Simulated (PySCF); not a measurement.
r2SCAN on Hg⁶⁹⁺ (mercury, charge +69)

Configuration: [Ne] 3s1, 2S determinant. Computed with PySCF 2.14 in an uncontracted even-tempered set (16 s from 21 bohr⁻², ratio 2.5; 10 p from 28 bohr⁻², ratio 2.5; 4 d from 100 bohr⁻², ratio 2.7; 4 f from 150 bohr⁻², ratio 2.7), with no relativity, point nucleus.

```
Total energy                                     : -12402.85 hartree
One-electron energy                              : -13136.65 hartree
Hartree (Coulomb) energy                         : 872.75 hartree
Exchange-correlation energy                      : -138.96 hartree
Kinetic energy                                   : 12402.57205 hartree
⟨S²⟩                                             : 0.7500
⟨L²⟩                                             : 0.000
Sum of ⟨r⟩                                       : 0.7748 bohr
Sum of ⟨r²⟩                                      : 0.08546 bohr²
Density at the nucleus (Gaussians lack the cusp) : 360000 bohr⁻³
Spin density at the nucleus                      : 5040 bohr⁻³
```

```json
{"shell": "1s α", "electrons": "1", "mean orbital energy (hartree)": "-2986.93459", "rms radius, mean of both spins (bohr)": "0.0219"}
{"shell": "1s β", "electrons": "1", "mean orbital energy (hartree)": "-2986.79059", "rms radius, mean of both spins (bohr)": "0.0219"}
{"shell": "2s α", "electrons": "1", "mean orbital energy (hartree)": "-676.25933", "rms radius, mean of both spins (bohr)": "0.0847"}
{"shell": "2s β", "electrons": "1", "mean orbital energy (hartree)": "-676.12815", "rms radius, mean of both spins (bohr)": "0.0847"}
{"shell": "2p α", "electrons": "3", "mean orbital energy (hartree)": "-661.66282", "rms radius, mean of both spins (bohr)": "0.0726"}
{"shell": "2p β", "electrons": "3", "mean orbital energy (hartree)": "-661.50315", "rms radius, mean of both spins (bohr)": "0.0726"}
{"shell": "3s α", "electrons": "1", "mean orbital energy (hartree)": "-287.05023", "rms radius, mean of both spins (bohr)": "0.196"}
```

A non-relativistic calculation at this Z misses sizeable relativistic shifts. Spin-orbit coupling, which splits the p, d and f shells strongly at this Z, is absent.
